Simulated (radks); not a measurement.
The numbers below are computed, except where a source is named.
Dispersion coefficients C6 (hartree bohr^6) between ground-configuration atoms and ions, from the Casimir-Polder integral (3/pi) of alpha_A(iw) alpha_B(iw). Code: a radial shooting solver on a logarithmic mesh with Libxc functionals. Model: scalar-relativistic Kohn-Sham, LDA (Slater exchange, Perdew-Wang correlation), spin-unpolarised, spherical densities, finite nucleus; Fermi nuclear charge, rms radius of each element as measured or else 0.836 A^(1/3) + 0.57 fm. Response by self-consistent Sternheimer equations with the Hartree and adiabatic LDA kernel, the relativistic mass of each level held fixed and spin-orbit coupling left out. For heavy and open-shell atoms this level of theory can miss by tens of per cent.

\begin{tabular}{lrrrrrrr}
C6 & Cs & Cs+ & Cs2+ & Cs3+ & Cs4+ & Cs5+ & Cs6+ \\ \hline
Cs & 5731 &  &  &  &  &  &  \\
Cs+ & 564.8 & 140.9 &  &  &  &  &  \\
Cs2+ & 419.0 & 109.5 & 85.51 &  &  &  &  \\
Cs3+ & 322.7 & 87.04 & 68.23 & 54.60 &  &  &  \\
Cs4+ & 254.5 & 70.12 & 55.12 & 44.21 & 35.87 &  &  \\
Cs5+ & 203.8 & 56.90 & 44.82 & 36.02 & 29.27 & 23.92 &  \\
Cs6+ & 165.0 & 46.32 & 36.54 & 29.40 & 23.92 & 19.57 & 16.04 \\
\end{tabular}

Static polarisabilities (bohr^3): Cs ([Xe] 6s1) 352.6, Cs+ ([Xe]) 16.22, Cs2+ ([Kr] 4d10 5s2 5p5) 11.71, Cs3+ ([Kr] 4d10 5s2 5p4) 8.862, Cs4+ ([Kr] 4d10 5s2 5p3) 6.908, Cs5+ ([Kr] 4d10 5s2 5p2) 5.496, Cs6+ ([Kr] 4d10 5s2 5p1) 4.442. The combination rule 2 Ca Cb / ((alpha_b/alpha_a) Ca + (alpha_a/alpha_b) Cb) gives 56.95 for Cs+-Cs5+, against 56.90 from the integral.
